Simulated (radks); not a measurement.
Species: B2+. Configuration: [He] 2s1.

All-electron calculation, Dirac Kohn-Sham, exchange-only LDA, spin-unpolarised, spherical densities, finite nucleus; Fermi nuclear charge, rms radius 2.406 fm. Program: a radial shooting solver on a logarithmic mesh with Libxc functionals.

Energy parts (eV):
part                 energy
total              -623.421
kinetic             623.814
electron-nucleus  -1377.446
Hartree             204.202
exchange            -73.990

Orbitals (lengths in bohr, moments of r in powers of bohr; <r^-3> diverges for s and p1/2; r(max) is where P^2 peaks; r(90%) holds 90 % of the orbital's charge):
\begin{tabular}{lrrrrrr}
orbital & occ. & eigenvalue (eV) & <r^2> & <r^-3> & r(90%) & r(max) \\ \hline
1s1/2 & 2 & -206.9046 & 0.1487 & - & 0.595 & 0.2119 \\
2s1/2 & 1 & -30.0739 & 3.236 & - & 2.56 & 1.382 \\
2p1/2 & 0 & -24.2475 & 3.157 & - & 2.62 & 1.259 \\
2p3/2 & 0 & -24.2409 & 3.159 & 1.535 & 2.62 & 1.260 \\
3s1/2 & 0 & -9.8144 & 21.24 & - & 6.31 & 3.989 \\
\end{tabular}

The highest occupied level is 2s1/2 at -30.074 eV. Summed over all electrons, <r^2> = 3.534 bohr^2, which gives a Langevin (diamagnetic) susceptibility term of -2.8 x 10^-6 cm^3/mol. The electron density at the nucleus is 71.05 e/bohr^3. The density falls to 0.001 e/bohr^3 at r = 2.90 bohr.
